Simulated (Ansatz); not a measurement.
A nudged elastic band was laid between two geometries of CH$_{7}$AlClNO$_{2}$ (13 atoms, charge 0, multiplicity 1).

These are results of RKS PBE-D4/6-31G (Ansatz), not measurements.

```yaml
movable_images: 5
climbing_image: yes
spring: 5.0 eV/Å²
optimiser: quadratic models (default)
start_path: through a guess of the saddle point
force_threshold: 0.05 eV/Å
iteration_limit: 60
end_points: relaxed
```

Initial state:

```xyz
13
Properties=species:S:1:pos:R:3
Al -0.196 -1.162 0.246
Cl 0.914 -2.932 -0.584
O 0.152 -0.756 1.915
O -1.757 -0.847 -0.488
H 0.935 0.167 -1.576
N 0.832 0.340 -0.566
C 0.123 1.643 -0.301
H -0.042 -1.210 2.752
H -2.553 -1.394 -0.590
H 1.769 0.335 -0.138
H 0.068 1.772 0.790
H 0.652 2.493 -0.761
H -0.897 1.552 -0.699
```

Final state:

```xyz
13
Properties=species:S:1:pos:R:3
Al -0.242 -1.084 0.386
Cl 0.405 -2.316 -1.382
O 0.544 -1.461 1.907
O -1.878 -0.462 0.307
H 1.733 0.335 -0.209
N 0.772 0.601 0.052
C 0.139 1.471 -0.998
H 0.531 -2.247 2.479
H -2.746 -0.895 0.256
H 0.816 1.073 0.968
H -0.912 1.621 -0.717
H 0.666 2.434 -1.096
H 0.171 0.928 -1.954
```

(1) What changes between the two ends?

(2) Give the energies along the band, and the barrier.

(3) What is the geometry of the highest image?

## Answers

(1) No bond is made or broken.

(2) The run converged. The highest image is number 3 of 0 to 6, 0.016 eV above the first end and 0.014 eV above the last; the last end lies 0.002 eV above the first. A vibrational analysis at the climbing image gives no mode beyond 40i cm⁻¹: the surface is too flat there to confirm a saddle point. Limits of this set-up: no polarisation functions.

```json
{"image": "0", "path coordinate (Å)": "0.00", "energy (eV)": "0.000"}
{"image": "1", "path coordinate (Å)": "0.83", "energy (eV)": "0.007"}
{"image": "2", "path coordinate (Å)": "1.65", "energy (eV)": "0.014"}
{"image": "3", "path coordinate (Å)": "2.48", "energy (eV)": "0.016"}
{"image": "4", "path coordinate (Å)": "3.15", "energy (eV)": "0.012"}
{"image": "5", "path coordinate (Å)": "3.82", "energy (eV)": "0.006"}
{"image": "6", "path coordinate (Å)": "4.49", "energy (eV)": "0.002"}
```

(3) 
```xyz
13
Properties=species:S:1:pos:R:3:forces:R:3
Al -0.245 -1.145 0.296 -0.01 -0.01 0.00
Cl 0.540 -2.735 -1.090 0.00 0.00 -0.01
O 0.392 -1.185 1.934 0.02 0.02 0.01
O -1.863 -0.584 -0.063 0.00 0.00 0.00
H 1.575 0.122 -0.902 0.00 0.00 0.00
N 0.880 0.429 -0.207 -0.02 0.01 0.00
C 0.105 1.621 -0.692 0.01 -0.01 0.01
H 0.258 -1.796 2.678 -0.01 -0.01 0.00
H -2.703 -1.050 -0.208 0.00 0.00 0.00
H 1.367 0.622 0.683 0.00 0.00 0.00
H -0.645 1.883 0.065 0.00 0.00 0.00
H 0.771 2.477 -0.886 0.00 0.00 0.00
H -0.433 1.342 -1.607 0.00 0.00 0.00
```

Run time: 4.1 min on 2 threads of Arm Neoverse V2, with other jobs on the host, peak memory 0.14 GiB.
